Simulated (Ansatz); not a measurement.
`[NH2+]1[GaH2-][NH2+][GaH2-]1`, relaxed with RKS PBE0-D4/def2-TZVP in the Gaussian-basis code of Ansatz from a GFN2-xTB geometry. The force threshold is 0.005 eV/Å; the program also tests the step.

The species carries charge 0 and has multiplicity 1.

Start:

```xyz
12

N     1.239   -0.696   -0.152
Ga    0.219    0.080    1.415
N    -1.245    0.685    0.153
Ga   -0.209   -0.062   -1.417
H     2.169   -0.303   -0.312
H     1.373   -1.709   -0.121
H     0.968    1.304    1.976
H    -0.305   -1.060    2.313
H    -1.418    1.692    0.129
H    -2.158    0.255    0.313
H    -0.957   -1.277   -2.005
H     0.325    1.090   -2.291
```

(1) How much energy does the relaxation release, and in how many steps? (Best estimate.)

(2) Which bonds change most? (Estimate.)

(3) Give the relaxed structure. (Estimate.)

Answers

(1) The calculation gave: 7.71 kJ/mol, in 4 steps.

(2) The calculation gave: Ga2–H7 from 1.541 to 1.570 Å; Ga4–H12 from 1.541 to 1.570 Å; Ga2–H8 from 1.543 to 1.570 Å.

(3) Ansatz gave: 
```xyz
12

N     1.200   -0.670   -0.147
Ga    0.220    0.075    1.451
N    -1.202    0.665    0.148
Ga   -0.218   -0.071   -1.452
H     2.108   -0.253   -0.305
H     1.334   -1.673   -0.117
H     0.986    1.332    1.996
H    -0.329   -1.106    2.329
H    -1.344    1.667    0.119
H    -2.108    0.241    0.306
H    -0.983   -1.323   -2.009
H     0.335    1.116   -2.318
```
